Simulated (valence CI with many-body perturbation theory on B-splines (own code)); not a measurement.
Values are calculated unless marked as measured or tabulated.
## Energy levels of Bi XXXIII

Level of theory: configuration interaction combined with many-body perturbation theory (CI+MBPT): five valence electrons over a frozen Dirac-Fock core [Kr] 4d10, radial functions for each j: 7 s, 7 p, 7 d, 7 f, 4 g, 2 h, with the one-electron correlation potential Σ1, the two-electron term Σ2, the three-electron term Σ3, Breit, model QED; selected CI, second order for the rest, scaled by the run's own slope (own B-spline code, finite nucleus).

No measured spectrum was set against this ion. As an estimate, large intervals hold to a few tenths of a per cent, small ones and those within an open d or f shell to about a per cent. Core correlation moves these levels by up to 6600 cm⁻¹, and in measured spectra 5 to 20 % of such shifts remained as error; rates that hang on mixing are uncertain with them. Among the levels kept, up to 710 cm⁻¹ of a level comes from second order outside the variational space, and about a tenth of that is noise between levels of different J, which matters for small intervals. Only levels of the ground parity were solved; by the run's estimate the other parity begins above the list, which can be wrong where configurations are misplaced.

Levels 1 to 45 of 53, with energies above the lowest level, (4f5/2^5) J=5/2. "Leading %" is the weight of the configuration and term that name the level; weights of strongly mixed levels are sums over their largest components and can fall short. In the jj column 3d3/2^4 stands for four electrons in 3d with j = 3/2.

| No. | Configuration | Term | J | E (cm⁻¹) | Leading % | Leading jj | g | Second component |
| --- | --- | --- | --- | --- | --- | --- | --- | --- |
| 1 | 4f5 | 6H° | 5/2 | 0.0 | 40 | 4f5/2^5 (77 %) | 0.568 | 35 % 4f5 4G° |
| 2 | 4f5 | 6H° | 7/2 | 32591 | 65 | 4f5/2^4 4f7/2 (82 %) | 0.902 | 26 % 4f5 4G° |
| 3 | 4f5 | 6H° | 5/2 | 44839 | 26 | 4f5/2^4 4f7/2 (70 %) | 0.990 | 25 % 4f5 6F° |
| 4 | 4f5 | 6F° | 3/2 | 48635 | 50 | 4f5/2^4 4f7/2 (87 %) | 0.899 | 28 % 4f5 4F° |
| 5 | 4f5 | 6F° | 1/2 | 53937 | 66 | 4f5/2^4 4f7/2 (70 %) | -0.387 | 25 % 4f5 4D° |
| 6 | 4f5 | 6H° | 9/2 | 54691 | 69 | 4f5/2^3 4f7/2^2 (47 %) | 1.050 | 11 % 4f5 4G° |
| 7 | 4f5 | 6H° | 11/2 | 68084 | 53 | 4f5/2^4 4f7/2 (50 %) | 1.105 | 20 % 4f5 4I° |
| 8 | 4f5 | 6F° | 7/2 | 70064 | 48 | 4f5/2^3 4f7/2^2 (47 %) | 1.241 | 20 % 4f5 4F° |
| 9 | 4f5 | 2L° | 15/2 | 70253 | 21 | 4f5/2^4 4f7/2 (89 %) | 1.032 | 20 % 4f5 4M° |
| 10 | 4f5 | 6H° | 13/2 | 75505 | 32 | 4f5/2^4 4f7/2 (60 %) | 1.103 | 27 % 4f5 4I° |
| 11 | 4f5 | 6F° | 9/2 | 86779 | 45 | 4f5/2^4 4f7/2 (48 %) | 1.266 | 15 % 4f5 4G° |
| 12 | 4f5 | 6F° | 5/2 | 94089 | 49 | 4f5/2^3 4f7/2^2 (74 %) | 1.085 | 16 % 4f5 2F° |
| 13 | 4f5 | 6F° | 11/2 | 100690 | 27 | 4f5/2^4 4f7/2 (44 %) | 1.206 | 24 % 4f5 4G° |
| 14 | 4f5 | 6H° | 15/2 | 102630 | 34 | 4f5/2^3 4f7/2^2 (81 %) | 1.091 | 33 % 4f5 4M° |
| 15 | 4f5 | 4I° | 9/2 | 104020 | 45 | 4f5/2^3 4f7/2^2 (68 %) | 0.926 | 20 % 4f5 2H° |
| 16 | 4f5 | 4F° | 3/2 | 105210 | 60 | 4f5/2^3 4f7/2^2 (83 %) | 0.660 | 30 % 4f5 6F° |
| 17 | 4f5 | 4P° | 5/2 | 106780 | 27 | 4f5/2^3 4f7/2^2 (58 %) | 1.244 | 21 % 4f5 6P° |
| 18 | 4f5 | 4L° | 13/2 | 107790 | 42 | 4f5/2^3 4f7/2^2 (56 %) | 1.007 | 35 % 4f5 6H° |
| 19 | 4f5 | 4K° | 11/2 | 108420 | 36 | 4f5/2^3 4f7/2^2 (58 %) | 1.060 | 22 % 4f5 6F° |
| 20 | 4f5 | 2P° | 1/2 | 118400 | 65 | 4f5/2^3 4f7/2^2 (67 %) | 0.377 | 23 % 4f5 6F° |
| 21 | 4f5 | 4G° | 7/2 | 119310 | 35 | 4f5/2^3 4f7/2^2 (70 %) | 1.016 | 22 % 4f5 6F° |
| 22 | 4f5 | 4M° | 17/2 | 119440 | 59 | 4f5/2^3 4f7/2^2 (97 %) | 1.012 | 18 % 4f5 4L° |
| 23 | 4f5 | 6P° | 3/2 | 122000 | 44 | 4f5/2^3 4f7/2^2 (56 %) | 1.881 | 35 % 4f5 4P° |
| 24 | 4f5 | 2G° | 7/2 | 129720 | 37 | 4f5/2^3 4f7/2^2 (52 %) | 0.909 | 22 % 4f5 4G° |
| 25 | 4f5 | 4G° | 9/2 | 133530 | 39 | 4f5/2^3 4f7/2^2 (86 %) | 1.043 | 32 % 4f5 4H° |
| 26 | 4f5 | 4L° | 15/2 | 133740 | 52 | 4f5/2^3 4f7/2^2 (87 %) | 1.000 | 26 % 4f5 4K° |
| 27 | 4f5 | 4I° | 9/2 | 135440 | 30 | 4f5/2^3 4f7/2^2 (39 %) | 1.025 | 21 % 4f5 6F° |
| 28 | 4f5 | 4M° | 19/2 | 135830 | 48 | 4f5/2^3 4f7/2^2 (82 %) | 1.049 | 24 % 4f5 2N° |
| 29 | 4f5 | 4H° | 11/2 | 138980 | 30 | 4f5/2^3 4f7/2^2 (70 %) | 1.090 | 21 % 4f5 4I° |
| 30 | 4f5 | 2N° | 21/2 | 140940 | 43 | 4f5/2^3 4f7/2^2 (88 %) | 1.063 | 38 % 4f5 4M° |
| 31 | 4f5 | 4K° | 13/2 | 142240 | 56 | 4f5/2^3 4f7/2^2 (83 %) | 0.961 | 26 % 4f5 2K° |
| 32 | 4f5 | 4G° | 5/2 | 142280 | 36 | 4f5/2^3 4f7/2^2 (53 %) | 0.842 | 28 % 4f5 4F° |
| 33 | 4f5 | 2M° | 17/2 | 143950 | 41 | 4f5/2^3 4f7/2^2 (92 %) | 1.013 | 29 % 4f5 4L° |
| 34 | 4f5 | 4F° | 5/2 | 147720 | 27 | 4f5/2^3 4f7/2^2 (49 %) | 1.225 | 23 % 4f5 2D° |
| 35 | 4f5 | 4I° | 13/2 | 147830 | 35 | 4f5/2^3 4f7/2^2 (86 %) | 1.083 | 25 % 4f5 4H° |
| 36 | 4f5 | 4D° | 7/2 | 148710 | 36 | 4f5/2^3 4f7/2^2 (64 %) | 1.409 | 31 % 4f5 6P° |
| 37 | 4f5 | 6H° | 15/2 | 151330 | 31 | 4f5/2^2 4f7/2^3 (52 %) | 1.098 | 26 % 4f5 2K° |
| 38 | 4f5 | 4P° | 3/2 | 151370 | 26 | 4f5/2^4 4f7/2 (46 %) | 1.248 | 20 % 4f5 2D° |
| 39 | 4f5 | 4F° | 9/2 | 155770 | 26 | 4f5/2^3 4f7/2^2 (65 %) | 1.085 | 18 % 4f5 4G° |
| 40 | 4f5 | 4I° | 11/2 | 157450 | 41 | 4f5/2^2 4f7/2^3 (54 %) | 1.011 | 20 % 4f5 4K° |
| 41 | 4f5 | 2I° | 11/2 | 159560 | 26 | 4f5/2^3 4f7/2^2 (38 %) | 1.014 | 17 % 4f5 4K° |
| 42 | 4f5 | 4L° | 13/2 | 160120 | 25 | 4f5/2^2 4f7/2^3 (53 %) | 1.047 | 24 % 4f5 6H° |
| 43 | 4f5 | 4G° | 5/2 | 160580 | 35 | 4f5/2^3 4f7/2^2 (65 %) | 1.074 | 24 % 4f5 6P° |
| 44 | 4f5 | 4G° | 7/2 | 162390 | 50 | 4f5/2^3 4f7/2^2 (62 %) | 1.018 | 15 % 4f5 4H° |
| 45 | 4f5 | 2P° | 3/2 | 167430 | 25 | 4f5/2^3 4f7/2^2 (79 %) | 1.379 | 21 % 4f5 6P° |

Where two levels of one J and parity lie close, their mixing, g and order are uncertain.

The ionisation energy to 4f4 5I_4 of the next ion comes out as 1228.3 eV (NIST: 1250 ± 60 eV (theoretical)). All 53 levels together are meant to be complete up to 175310 cm⁻¹.
